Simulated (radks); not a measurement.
Problem. The rhodium ion Rh4+, 41 electrons, occupied as [Kr] 4d3 5p2 (not the ground configuration). Calculated with a radial shooting solver on a logarithmic mesh with Libxc functionals: Dirac Kohn-Sham, LDA (Slater exchange, Perdew-Zunger correlation), spin-unpolarised, spherical densities, finite nucleus; open shells fill j = l - 1/2 first; Fermi nuclear charge, rms radius 4.4945 fm. Some entries of the table are withheld. Estimate them.

| orbital | occ. | eigenvalue (eV) | r(max) (bohr) | <r> (bohr) |
|---|---|---|---|---|
| 1s1/2 | 2 | -23064.61 | 0.02120 | 0.03266 |
| 2s1/2 | 2 | -3404.351 | 0.1201 | 0.1417 |
| 2p1/2 | 2 | -3159.172 | 0.09295 | 0.1204 |
| 2p3/2 | 4 | -3014.816 | 0.09704 | 0.1252 |
| 3s1/2 | 2 | -664.5371 | 0.3519 | 0.3909 |
| 3p1/2 | 2 | -568.5390 | 0.3383 | 0.3832 |
| 3p3/2 | 4 | -543.6414 | 0.3480 | 0.3940 |
| 3d3/2 | 4 | -373.1498 | 0.2890 | 0.3680 |
| 3d5/2 | 6 | -368.2260 | 0.2918 | 0.3714 |
| 4s1/2 | 2 | -147.5584 | 0.8717 | 0.9538 |
| 4p1/2 | 2 | -117.2747 | 0.9110 | 1.014 |
| 4p3/2 | 4 | -112.9114 | 0.9340 | 1.039 |
| 4d3/2 | 3 | -65.4873 | 1.055 | 1.236 |
| 4d5/2 | 0 | -64.8750 | 1.063 | 1.246 |
| 5s1/2 | 0 | (1) | 2.038 | 2.186 |
| 5p1/2 | 2 | -37.8460 | 2.254 | 2.423 |
| 5p3/2 | 0 | -37.0137 | 2.302 | 2.471 |
| 5d3/2 | 0 | (2) | 2.916 | 3.109 |
| 5d5/2 | 0 | (3) | 2.931 | 3.123 |
| 4f5/2 | 0 | -23.6191 | 1.841 | 2.256 |
| 4f7/2 | 0 | -23.6030 | 1.844 | 2.259 |
| 6p1/2 | 0 | -18.1701 | 4.523 | 4.550 |
| 6p3/2 | 0 | -17.8675 | 4.597 | 4.619 |

Solution. 
(1) 5s1/2 eigenvalue (eV): -46.2244
(2) 5d3/2 eigenvalue (eV): -24.7616
(3) 5d5/2 eigenvalue (eV): -24.6424
